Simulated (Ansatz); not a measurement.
Species: GaH$_{3}$, charge 0, singlet. GaH3 (SMILES [GaH3]).
B3LYP-D3(BJ)/def2-TZVP minimum from Ansatz (a quantum-chemistry and plane-wave program):
```
Ga
H 1 1.5699
H 1 1.5699 2 120.00
H 1 1.5699 2 120.00 3 -180.00
```
Charge 0, spin multiplicity 1.

Total energies in cc-pVTZ, 6 correlated electrons, 14 frozen orbitals. Open shells are spin-unrestricted; no spin-orbit coupling. Cores are frozen in correlated methods (noble-gas shells, and filled d and f shells in the p block). No relativity.

```csv
method,program,energy (Eh),minus CCSDTQ (mEh)
HF,Ansatz,-1925.00133,116.36
MP2,Ansatz,-1925.09328,24.42
CCSD,Ansatz,-1925.11559,2.10
CCSD(T),Ansatz,-1925.11724,0.45
CCSDT(Q),Ansatz,-1925.11769,0.01
CCSDTQ,Ansatz,-1925.11770,0.00
```

Rough core times of Ansatz's runs on a shared machine: CCSD(T) under 20 s, CCSDT(Q) 40 s, CCSDTQ 10 min.
